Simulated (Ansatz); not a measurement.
Frontier orbitals of C₂H₆FGaO, SMILES `C[O][Ga]([CH3])[F]`.

Cartesian coordinates in Å:
```
C 0.389 1.395 -1.331
O -0.615 1.376 -0.349
Ga -0.843 0.036 0.789
C 0.165 -1.619 0.935
F -2.178 0.382 1.870
H -0.063 1.519 -2.321
H 1.000 0.482 -1.355
H 1.064 2.241 -1.160
H 0.945 -1.507 1.691
H -0.499 -2.426 1.245
H 0.635 -1.879 -0.013
```

Total charge 0; spin multiplicity 1. Correlated methods include outer-core shells of Ga, which these sets cover unevenly. Scalar relativity is left out up to krypton. The structure was optimised at the PBE0-D4/def2-TZVP level. It is one conformer, not always the lowest. Basis def2-TZVPP, Ansatz 0.2.0.

Orbital energies of one run (eV). Highest occupied ones, from the top: -9.53, -9.65, -11.11, -12.52, -12.62, -13.11, -13.36, -13.56, -14.09, -14.18, -15.36, -20.88, -21.98, -26.73. Empty: 0.35, 0.41, 1.90, 2.36, 3.09, 3.41.

(1) Which functional gave them?
A. r2SCAN
B. BHLYP
C. PBE0
D. B3LYP

## Answers

(1) B. HOMO energies: BHLYP -9.53, B3LYP -7.79, PBE0 -8.02, r2SCAN -6.80 eV.

B3LYP here is the variant with VWN-RPA as its local correlation; programs differ in this.
